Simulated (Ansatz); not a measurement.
Vertical singlet–triplet gap (eV) of eight silicon and germanium compounds: PBE beside PBE0, computed with Ansatz (an electronic-structure program) for isolated molecules in the bases named; differences from unrounded values. The eight are the first of their class met in an unordered collection, after screening for sound electronic states; none was chosen by its value. Functionals give these values as differences of separate SCF runs (ΔSCF), EOM-CCSD as a root; each molecule has one DFT geometry for both levels.

```
molecule                                                         basis  PBE0   PBE  difference
-----------------------------------------------------------  ---------  ----  ----  ----------
CH₈FNOSi₂, SMILES C(F)[SiH2]N[SiH2]O                         def2-SVPD  6.08  5.52       -0.55
Si(Me)(OH)2(SH) (CH6O2SSi), SMILES S[Si](O)(O)C              def2-SVPD  5.67   ___         ___
germylsulfanylgermane (Ge2H6S), SMILES [GeH3][S][GeH3]       def2-SVPD  4.93  4.67       -0.26
FGeH5OSi, SMILES F[SiH2][O][GeH3]                            def2-SVPD  6.78  6.19       -0.59
Si(H)(Me)2(SH) (C2H8SSi), SMILES C[SiH](S)C                  def2-SVPD  5.56  5.41       -0.15
chlorosilylboronic acid (BClH4O2Si), SMILES B(O)(O)[SiH2]Cl  def2-SVPD  5.31  5.02       -0.28
C2H7NOSi2, SMILES C[SiH2][SiH2]OC#N                          def2-SVPD  5.21   ___         ___
C2H10O2Si2, SMILES [SiH3]C[Si@H](O)OC                        def2-SVPD  7.27   ___         ___
```

Fill in the missing entries. (Estimate from the structure and the level; the computed values follow.)


- C2H7NOSi2, SMILES C[SiH2][SiH2]OC#N, PBE: 4.78
- C2H7NOSi2, SMILES C[SiH2][SiH2]OC#N, difference: -0.43
- Si(Me)(OH)2(SH) (CH6O2SSi), SMILES S[Si](O)(O)C, PBE: 5.45
- Si(Me)(OH)2(SH) (CH6O2SSi), SMILES S[Si](O)(O)C, difference: -0.21
- C2H10O2Si2, SMILES [SiH3]C[Si@H](O)OC, PBE: 6.48
- C2H10O2Si2, SMILES [SiH3]C[Si@H](O)OC, difference: -0.79

PBE lies below PBE0 in 8 and above it in 0 of the eight; the mean signed difference is -0.41 and the largest -0.79 eV.
